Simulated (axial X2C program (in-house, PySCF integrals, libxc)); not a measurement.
**Which molecule has these constants?**

Computed with an in-house relativistic program for diatomic molecules, spin-free (one-electron X2C) or two-component (2c: spin–orbit coupling with atomic mean-field Coulomb and Gaunt terms, which also bring small scalar terms), in Dyall basis sets with cores contracted in-house; open shells are unrestricted.

A two-component PBE0 calculation in a Dyall 3-zeta basis gave Re = 2.834 Å, ωe = 152.5 cm⁻¹, De = 0.33 eV, dipole magnitude 0.88 D, Ω = 1/2.

Problem. Which molecule is it?
A. RbAl
B. AlY
C. AlCd
D. AlPd
E. AlAg

Solution. C. The others have AlPd 2.223 Å and 370.2 cm⁻¹ (Ω = 1/2); AlAg 2.518 Å and 245.1 cm⁻¹ (Ω = 0); AlY 2.804 Å and 263.5 cm⁻¹ (Ω = 1); RbAl 3.494 Å and 127.8 cm⁻¹ (Ω = 2).

Each entry is the lowest single determinant of a limited PBE0 search at one distance. De goes to single-determinant-based atoms at the same level (for ions the charge split of lowest energy) and is withheld (n/a) where an atom does not fit its ground term or J level. Main or longest-lived isotopes. One determinant is a doubtful description, or other states lie close, for AlCd, AlY, RbAl; these need not be ground states, and all values refer to the states named. Some open-shell Ω = 0 determinants are out of reach, so the Ω given for AlY, RbAl need not be the lowest component. With several unpaired electrons the Ω given is that of one determinant, not necessarily of the lowest component. Some light 2c atoms are not at their ground J level, so De misses part of their lowering (0.04 eV or less). The functionals have no current term, which raises determinants with orbital currents. Where the atoms have a lower orbital projection than the molecule, De at mean-field level may be about a tenth of an eV too small.
